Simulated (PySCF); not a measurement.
GeF2, SMILES [F][Ge][F] (connectivity only; charge and spin as stated), neutral, multiplicity 1. Heavy atoms are numbered as in [Ge:1]([F:2])[F:3].

Coordinates come from a B3LYP-D3(BJ)/def2-TZVP optimisation. The isomer is the one that the SMILES or the coordinates give; other isomers of the formula were not compared.

Calculation: KT2/pcSseg-2 (PySCF).

GIAO shieldings, no solvent; atoms alike by connectivity are averaged. δ = σ(ref) − σ: ⁷³Ge against GeH4 (σ = 1672.1 ppm); ¹⁹F against CFCl3 (σ = 125.1 ppm), references at their B3LYP-D3(BJ)/def2-TZVP geometries, non-relativistic.

Computed chemical shifts:
```tsv
nucleus	atoms	count	δ (ppm)
⁷³Ge	Ge1	1	310.5
¹⁹F	F2	2	56.9
```
